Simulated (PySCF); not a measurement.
## Multinuclear NMR of C₅H₇NO₂Si₂

Numbering as in the mapped SMILES `[N:1]#[C:2][C:3]#[C:4][SiH2:5][C@H:6]([SiH3:7])[O:8][CH:9]=[O:10]`. Hydrogens are named by the atom that carries them. Ha(Si5) is pro-R; Hb(Si5) is pro-S.

PySCF calculation with geometry from GFN2-xTB and NMR shieldings at PBE0/pcSseg-1/GIAO; gas phase, non-relativistic, a single conformation, equivalent nuclei averaged.

Task: Where does $^{29}$Si resonate?

Result: 
```tsv
atoms	environment	σ (ppm)	δ (ppm)
Si7	silicon bonded to C, 3 H	418.3	-63.9
Si5	silicon bonded to 2 C, 2 H	445.1	-85.9
```

Shieldings were converted by a linear fit to measured shifts: $^{29}$Si (scatter 8.9 ppm rms, 25.8 ppm with the 6 outliers that the fit left out vs TMS, solution or neat liquid). Occasional misses reach two or three times the rms, and more in compound classes unlike the fitted ones.

On a 400 MHz spectrometer $^{29}$Si resonates near 79.5 MHz, so 1 ppm is 79.5 Hz.

Task: What are the $^{15}$N shifts?

Result: 
```csv
atoms,environment,σ (ppm),δ (ppm)
N1,nitrile nitrogen,-36.6,-114.3
```

Shieldings were converted by a linear fit to measured shifts: $^{15}$N (scatter 6.3 ppm rms vs CH3NO2, solution or neat liquid). A few per cent of atoms miss by over 2 rms, more outside the fitted compound classes.

On a 300 MHz spectrometer $^{15}$N resonates near 30.4 MHz, so 1 ppm is 30.4 Hz.

Task: What are the $^{17}$O shifts?

Result: 
| atoms | environment | σ (ppm) | δ (ppm) |
| --- | --- | --- | --- |
| O10 | ester carbonyl oxygen | -68.3 | 328.9 |
| O8 | ester alkoxy oxygen | 126.2 | 151.7 |

Shieldings were converted by a linear fit to measured shifts: $^{17}$O (scatter 10.7 ppm rms, 12.2 ppm with the 3 outliers that the fit left out vs liquid water, solution or neat liquid). Occasional misses reach two or three times the rms, and more in compound classes unlike the fitted ones.

On a 500 MHz spectrometer $^{17}$O resonates near 67.8 MHz, so 1 ppm is 67.8 Hz.
